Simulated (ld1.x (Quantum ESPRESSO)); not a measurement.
**Cutoff test, Cs (Z = 55), TM**

| Item | Value |
| --- | --- |
| Element | Cs |
| Generator | ld1.x (Quantum ESPRESSO) 7.5 |
| Type | norm-conserving Troullier–Martins (Kleinman–Bylander form) |
| Functional | PBEsol |
| Relativity | scalar-relativistic |
| Frozen core | [Xe] |
| Valence charge | 1 |
| Reference configuration | 5d1 6s0 6p0 |
| Partial waves | 6s (bound, empty): rc 3.55 bohr; 6p (bound, empty): rc 5.52 bohr; 5d (bound): rc 4.10 bohr |
| Local potential | all-electron potential smoothed inside 3.30 bohr (lloc = -2) |
| Core correction | a·sin(br)/r model core inside 2.95 bohr |

The pseudo-atom Hamiltonian at the reference potential is diagonalised in spherical Bessel functions j_l(qr) that vanish at 20 bohr, with q² up to the cutoff. All-electron valence levels (Ry): 6s -0.1602, 6p -0.0696, 5d -0.0422.

Q: How do the lowest levels (Ry) of each channel move with the cutoff, and are there ghosts?

A:

```tsv
cutoff (Ry)	s #1	p #1	d #1	f #1	Σ f·Δε (mRy)
8	-0.1598	-0.0687	-0.0412	0.0510	0.1
10	-0.1600	-0.0687	-0.0414	0.0510	0.0
12	-0.1601	-0.0687	-0.0414	0.0510	0.0
400	-0.1602	-0.0687	-0.0414	0.0510	0.0
```

Result: no extra level below or beside the all-electron valence levels (s, p, d, f tested); 10 mRy is reached at 6 Ry and 1 mRy at 8 Ry.
